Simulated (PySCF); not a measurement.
**How methods differ on the ionisation energy of Pt⁶⁶⁺**

Pt⁶⁶⁺ [Ne] 3s2 (1S) → Pt⁶⁷⁺ [Ne] 3s1 (2S), as a difference of total energies. All numbers are calculated (PySCF 2.14, scalar relativity by spin-free X2C-1e, in an uncontracted even-tempered set (17 s from 20 bohr⁻², ratio 2.5; 12 p from 26 bohr⁻², ratio 2.5; 4 d from 95 bohr⁻², ratio 2.7; 4 f from 140 bohr⁻², ratio 2.7)). Correlated levels: outer shells: 1s2 frozen; virtual orbitals above 40 to 60 times the deepest correlated orbital energy dropped. The calculations carry no spin-orbit coupling.

| method | ionisation energy (eV) |
| --- | --- |
| UHF | 7963.6 |
| LDA | 7968.9 |
| PBE | 7974.0 |
| PBE0 | 7971.7 |
| r2SCAN | 7963.0 |
| PW91 | 7974.9 |
| M06-L | 7962.6 |
| MP2 (outer shells) | 7967.0 |
| SCS-MP2 (outer shells) | 7967.3 |

Task: How much does correlation contribute at MP2 (outer shells)?

Result: 7967.0 − (7963.6) = 3.4 eV, measured against UHF.

Breit and QED terms and the two-electron picture change are absent.

For comparison: 7960 ± 40 eV (theoretical estimate listed by NIST; NIST Atomic Spectra Database, ionization energies).
